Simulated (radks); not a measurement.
Results of a calculation; reference values are marked as such.
Problem. Valence configurations of the germanium ion Ge3+ (all share [Ar]). Level of theory: Dirac Kohn-Sham, PBEsol, spin-unpolarised, spherical densities, point nucleus; open shells are shared between the two j in proportion to 2j + 1 (a radial shooting solver on a logarithmic mesh with Libxc functionals). Order these by energy: 3d9.5 4s1 4p0.5; 3d10 4s1; 3d8 4s2 4p1; 3d7 4s2 4p2; 3d7 4s1 4p3; 3d8 4s1 4p2; 3d10 4p1; 3d6 4s1 4p4; 3d9 4s1 4p1; 3d9 4s2.

Solution. From the lowest, in eV above it: 3d10 4s1 0.000; 3d10 4p1 10.463; 3d9.5 4s1 4p0.5 17.538; 3d9 4s2 25.984; 3d9 4s1 4p1 37.075; 3d8 4s2 4p1 70.751; 3d8 4s1 4p2 82.553; 3d7 4s2 4p2 124.66; 3d7 4s1 4p3 137.16; 3d6 4s1 4p4 201.49. NIST lists [Ar] 3d10 4s1 as the ground configuration; this level of theory agrees among the configurations tried. The energies are those of spherical spin-averaged densities, not of single terms.
